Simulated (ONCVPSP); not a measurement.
**Configuration tests for La (ONCV)**

```
Element                 : lanthanum
Generator               : ONCVPSP 4.0.1
Type                    : optimised norm-conserving Vanderbilt (ONCV)
Functional              : PBE
Relativity              : scalar-relativistic
Frozen core             : [Xe]
Valence charge          : 3
Reference configuration : 5d1.5 6s1.5
Partial waves           : 6s: rc 3.30 bohr, ncon 3, nbas 7, qcut 1.7 1/bohr, 1 projector; p scattering state at 0.38 Ha: rc 4.35 bohr, ncon 4, nbas 7, qcut 1.6 1/bohr, 2 projectors, debl 1.3 Ha; 5d: rc 3.95 bohr, ncon 4, nbas 8, qcut 4.1 1/bohr, 2 projectors, debl 2.1 Ha; f scattering state at 0.29 Ha: rc 4.15 bohr, ncon 5, nbas 8, qcut 3.1 1/bohr, 2 projectors, debl 3 Ha
Local potential         : polynomial inside 2.55 bohr (lpopt 4, dvloc0 4 Ha)
Core correction         : polynomial model core, fcfact 0.6
```

In the p channel the program set the typed energies aside and used 0.050, 1.350 Ha. In the f channel the program set the typed energies aside and used -0.129, 2.871 Ha.

Energies are relative to the spin-unpolarised reference configuration 5d1.5 6s1.5; without spin polarisation the order of configurations can differ from experiment.

```json
{"valence configuration": "5d1 6s2", "charge": "0", "ΔE all-electron (eV)": "-0.348", "error AE − PS (meV)": "-12"}
{"valence configuration": "5d1 6s1", "charge": "+1", "ΔE all-electron (eV)": "5.619", "error AE − PS (meV)": "-13"}
{"valence configuration": "5d1 6s0 6p1", "charge": "+1", "ΔE all-electron (eV)": "8.577", "error AE − PS (meV)": "-56"}
```

Question: What are ΔE and the potential's error for 5d1 6s0?

Answer: ΔE = 16.507 eV all-electron; the error (AE − PS) is -64 meV.

Levels in the configuration 5d1 6s2:

```tsv
level	all-electron (eV)	pseudo (eV)
5d	-3.090	-3.138
6s	-3.680	-3.674
```
